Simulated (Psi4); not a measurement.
C$_{3}$H$_{9}$O$_{4}$Si, doublet, geometry from GFN2-xTB; B3LYP5/STO-3G (Psi4).

The Psi4 input:
```
memory 2 GB

molecule {
0 2
C    -0.38600731    2.63494261    0.08122108
O    -0.77907602    1.32178351    0.26334601
Si    0.02308773   -0.02033728   -0.26733647
O     0.15673885   -0.13806654   -1.81490421
O    -0.78554395   -1.26304075    0.45942465
C    -2.10891699   -1.60806063    0.25520816
O     1.45436715    0.03837562    0.55386437
C     2.41437714   -0.95593042    0.59623915
H    -0.40121247    2.88945753   -0.98513455
H    -1.09603470    3.27992005    0.60451915
H     0.62893474    2.79945459    0.45178136
H    -2.77144191   -0.75631175    0.42861827
H    -2.25638820   -1.94539476   -0.77754607
H    -2.35557366   -2.43117231    0.93020689
H     1.98642061   -1.90565089    0.92695156
H     3.20902884   -0.63506673    1.27414093
H     2.84443327   -1.10863799   -0.40068387
}

set {
  basis sto-3g
  reference uks
}

energy('b3lyp5')
print_variables()
```

What the program printed (banner, timings and long lists left out):

```
   => Loading Basis Set <=

    Name: STO-3G
    Role: ORBITAL
    Keyword: BASIS

         ---------------------------------------------------------
                                   SCF
               by Justin Turney, Rob Parrish, Andy Simmonett
                          and Daniel G. A. Smith
                              UKS Reference
         ---------------------------------------------------------

  ==> Geometry <==

    Molecular point group: c1
    Full point group: C1

    Geometry (in Angstrom), charge = 0, multiplicity = 2:

       Center              X                  Y                   Z               Mass
    ------------   -----------------  -----------------  -----------------  -----------------
         C           -0.387535525515     2.636288770277     0.098916528097    12.000000000000
         O           -0.780604235515     1.323129670277     0.281041458097    15.994914619570
         SI           0.021559514485    -0.018991119723    -0.249641021903    27.976926534650
         O            0.155210634485    -0.136720379723    -1.797208761903    15.994914619570
         O           -0.787072165515    -1.261694589723     0.477120098097    15.994914619570
         C           -2.110445205515    -1.606714469723     0.272903608097    12.000000000000
         O            1.452838934485     0.039721780277     0.571559818097    15.994914619570
         C            2.412848924485    -0.954584259723     0.613934598097    12.000000000000
         H           -0.402740685515     2.890803690277    -0.967439101903     1.007825032230
         H           -1.097562915515     3.281266210277     0.622214598097     1.007825032230
         H            0.627406524485     2.800800750277     0.469476808097     1.007825032230
         H           -2.772970125515    -0.754965589723     0.446313718097     1.007825032230
         H           -2.257916415515    -1.944048599723    -0.759850621903     1.007825032230
         H           -2.357101875515    -2.429826149723     0.947902338097     1.007825032230
         H            1.984892394485    -1.904304729723     0.944647008097     1.007825032230
         H            3.207500624485    -0.633720569723     1.291836378097     1.007825032230
         H            2.842905054485    -1.107291829723    -0.382988421903     1.007825032230

  Running in c1 symmetry.

  Rotational constants: A =      0.05698  B =      0.05698  C =      0.03784 [cm^-1]
  Rotational constants: A =   1708.16685  B =   1708.16685  C =   1134.28584 [MHz]
  Nuclear repulsion =  517.294697902519147

  Charge       = 0
  Multiplicity = 2
  Electrons    = 73
  Nalpha       = 37
  Nbeta        = 36

  ==> Algorithm <==

  SCF Algorithm Type is DF.
  DIIS enabled.
  MOM disabled.
  Fractional occupation disabled.
  Guess Type is SAD.
  Energy threshold   = 1.00e-06
  Density threshold  = 1.00e-06
  Integral threshold = 1.00e-12

  ==> Primary Basis <==

  Basis Set: STO-3G
    Blend: STO-3G
    Number of shells: 35
    Number of basis functions: 53
    Number of Cartesian functions: 53
    Spherical Harmonics?: true
    Max angular momentum: 1

  ==> DFT Potential <==

   => LibXC <=

    Version 7.1.2
    S. Lehtola, C. Steigemann, M. J. T. Oliveira, and M. A. L. Marques,  SoftwareX 7, 1–5 (2018) (10.1016/j.softx.2017.11.002)

   => Composite Functional: B3LYP5 <=

    B3LYP5 Hyb-GGA Exchange-Correlation Functional

    P. J. Stephens, F. J. Devlin, C. F. Chabalowski, and M. J. Frisch,  J. Phys. Chem. 98, 11623 (1994) (10.1021/j100096a001)

    Deriv               =              1
    GGA                 =           TRUE
    Meta                =          FALSE

    Exchange Hybrid     =           TRUE
    MP2 Hybrid          =          FALSE

   => Exchange Functionals <=

    0.0800   Slater exchange
    0.7200         Becke 88

   => Exact (HF) Exchange <=

    0.2000               HF

   => Correlation Functionals <=

    0.1900   Vosko, Wilk & Nusair (VWN5)
    0.8100   Lee, Yang & Parr

[...]
   -------------------------
    Total      53      53
   -------------------------

  ==> Iterations <==

                           Total Energy        Delta E     RMS |[F,P]|

   @DF-UKS iter SAD:  -697.36018439500458   -6.97360e+02   0.00000e+00
   @DF-UKS iter   1:  -700.46517595503315   -3.10499e+00   1.09754e-02 ADIIS/DIIS
   @DF-UKS iter   2:  -696.93106482824010    3.53411e+00   4.33100e-02 ADIIS/DIIS
   @DF-UKS iter   3:  -700.63936677481820   -3.70830e+00   1.04076e-02 ADIIS/DIIS
   @DF-UKS iter   4:  -700.80771916138747   -1.68352e-01   4.04841e-03 ADIIS/DIIS
   @DF-UKS iter   5:  -700.83745005748347   -2.97309e-02   1.63529e-03 ADIIS/DIIS
   @DF-UKS iter   6:  -700.84239796588963   -4.94791e-03   2.88230e-04 ADIIS/DIIS
   @DF-UKS iter   7:  -700.84254619218223   -1.48226e-04   1.45110e-04 ADIIS/DIIS
   @DF-UKS iter   8:  -700.84259240903407   -4.62169e-05   3.23458e-05 DIIS
   @DF-UKS iter   9:  -700.84259520030230   -2.79127e-06   1.50443e-05 DIIS
   @DF-UKS iter  10:  -700.84259619563045   -9.95328e-07   4.35412e-06 DIIS
   @DF-UKS iter  11:  -700.84259628783309   -9.22026e-08   2.03554e-06 DIIS
   @DF-UKS iter  12:  -700.84259632995543   -4.21223e-08   1.20653e-06 DIIS
   @DF-UKS iter  13:  -700.84259634919817   -1.92427e-08   5.45311e-07 DIIS
  Energy and wave function converged.

  ==> Post-Iterations <==

   Electrons on quadrature grid:
      Nalpha   =   36.9999986395 ; deviation = -1.361e-06
      Nbeta    =   35.9999971173 ; deviation = -2.883e-06
      Ntotal   =   72.9999957568 ; deviation = -4.243e-06

   @Spin Contamination Metric:   2.768129065E-03
   @S^2 Expected:                7.500000000E-01
   @S^2 Observed:                7.527681291E-01
   @S   Expected:                5.000000000E-01
   @S   Observed:                5.000000000E-01

    Orbital Energies [Eh]
    ---------------------

    Alpha Occupied:

[...]
      37A     -0.135982

    Alpha Virtual:

[...]
      53A      0.573671

    Beta Occupied:

[...]
    Beta Virtual:

[...]
    Final Occupation by Irrep:
              A
    DOCC [    36 ]
    SOCC [     1 ]
    NA   [    37 ]
    NB   [    36 ]

  @DF-UKS Final Energy:  -700.84259634919817

   => Energetics <=

    Nuclear Repulsion Energy =            517.2946979025191467
    One-Electron Energy =               -1998.0474284480551432
    Two-Electron Energy =                 840.5564188906564596
    DFT Exchange-Correlation Energy =     -60.6462846943186022
    Empirical Dispersion Energy =           0.0000000000000000
    VV10 Nonlocal Energy =                  0.0000000000000000
    Total Energy =                       -700.8425963491981747

  UHF NO Occupations:
  HONO-2 :   35  A 1.9996744
  HONO-1 :   36  A 1.9991632
  HONO-0 :   37  A 1.0000000
  LUNO+0 :   38  A 0.0008368
  LUNO+1 :   39  A 0.0003256
  LUNO+2 :   40  A 0.0001642
  LUNO+3 :   41  A 0.0000480

Computation Completed

Properties will be evaluated at   0.000000,   0.000000,   0.000000 [a0]

Properties computed using the SCF density matrix

 Multipole Moments:

 ------------------------------------------------------------------------------------
     Multipole            Electronic (a.u.)      Nuclear  (a.u.)        Total (a.u.)
 ------------------------------------------------------------------------------------

 L = 1.  Multiply by 2.5417464519 to convert [e a0] to [Debye]
 Dipole X            :          0.1290467           -0.2108173           -0.0817706
 Dipole Y            :         -0.2034177            0.1857026           -0.0177150
 Dipole Z            :         -2.7197898            2.4410872           -0.2787026
 Magnitude           :                                                    0.2909904

 ------------------------------------------------------------------------------------

  Variable Map:
  ----------------------------------------------------------------------------
[...]
  Array Variable Map:
  ----------------------------------------------------------------------------
[...]
[...]
```
